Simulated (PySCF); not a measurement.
Disilicic acid, SMILES O[Si](O)(O)O[Si](O)(O)O, GFN2-xTB optimised geometry.

```
15

O      2.01    -1.88     0.00
Si     0.39    -1.88     0.00
O     -0.19    -2.62    -1.31
O     -0.11    -2.64     1.33
O     -0.10    -0.31     0.00
Si    -1.53     0.37    -0.27
O     -1.27     1.88    -0.84
O     -2.33    -0.59    -1.31
O     -2.47     0.51     1.04
H      2.47    -1.55    -0.77
H     -1.08    -2.38    -1.56
H      0.31    -2.44     2.17
H     -0.59     2.01    -1.49
H     -3.28    -0.47    -1.38
H     -2.19     1.09     1.75
```

Density from B3LYP/def2-TZVP (PySCF 2.14.0) at that geometry.

Minimum of the electron density along straight lines between bonded atoms, close to the bond critical point (lines longer than 1.1 times the sum of covalent radii, or with two minima, are not listed):

```json
[
 {"bond": "O1–Si2", "length / Å": "1.618", "ρ at the minimum / e bohr⁻³": "0.149", "∇²ρ there / e bohr⁻⁵": "0.89", "position (fraction from the first atom)": "0.59"},
 {"bond": "Si2–O3", "length / Å": "1.614", "ρ at the minimum / e bohr⁻³": "0.152", "∇²ρ there / e bohr⁻⁵": "0.91", "position (fraction from the first atom)": "0.41"},
 {"bond": "Si2–O4", "length / Å": "1.616", "ρ at the minimum / e bohr⁻³": "0.150", "∇²ρ there / e bohr⁻⁵": "0.90", "position (fraction from the first atom)": "0.41"},
 {"bond": "Si2–O5", "length / Å": "1.641", "ρ at the minimum / e bohr⁻³": "0.138", "∇²ρ there / e bohr⁻⁵": "0.83", "position (fraction from the first atom)": "0.41"},
 {"bond": "O5–Si6", "length / Å": "1.612", "ρ at the minimum / e bohr⁻³": "0.149", "∇²ρ there / e bohr⁻⁵": "0.92", "position (fraction from the first atom)": "0.59"},
 {"bond": "Si6–O7", "length / Å": "1.626", "ρ at the minimum / e bohr⁻³": "0.147", "∇²ρ there / e bohr⁻⁵": "0.88", "position (fraction from the first atom)": "0.41"},
 {"bond": "Si6–O8", "length / Å": "1.630", "ρ at the minimum / e bohr⁻³": "0.145", "∇²ρ there / e bohr⁻⁵": "0.86", "position (fraction from the first atom)": "0.41"},
 {"bond": "Si6–O9", "length / Å": "1.619", "ρ at the minimum / e bohr⁻³": "0.149", "∇²ρ there / e bohr⁻⁵": "0.89", "position (fraction from the first atom)": "0.41"},
 {"bond": "O1–H10", "length / Å": "0.952", "ρ at the minimum / e bohr⁻³": "0.363", "∇²ρ there / e bohr⁻⁵": "-2.50", "position (fraction from the first atom)": "0.81"},
 {"bond": "O3–H11", "length / Å": "0.957", "ρ at the minimum / e bohr⁻³": "0.357", "∇²ρ there / e bohr⁻⁵": "-2.47", "position (fraction from the first atom)": "0.81"},
 {"bond": "O4–H12", "length / Å": "0.953", "ρ at the minimum / e bohr⁻³": "0.362", "∇²ρ there / e bohr⁻⁵": "-2.49", "position (fraction from the first atom)": "0.81"},
 {"bond": "O7–H13", "length / Å": "0.953", "ρ at the minimum / e bohr⁻³": "0.363", "∇²ρ there / e bohr⁻⁵": "-2.50", "position (fraction from the first atom)": "0.81"},
 {"bond": "O8–H14", "length / Å": "0.954", "ρ at the minimum / e bohr⁻³": "0.361", "∇²ρ there / e bohr⁻⁵": "-2.49", "position (fraction from the first atom)": "0.81"},
 {"bond": "O9–H15", "length / Å": "0.953", "ρ at the minimum / e bohr⁻³": "0.363", "∇²ρ there / e bohr⁻⁵": "-2.50", "position (fraction from the first atom)": "0.81"}
]
```
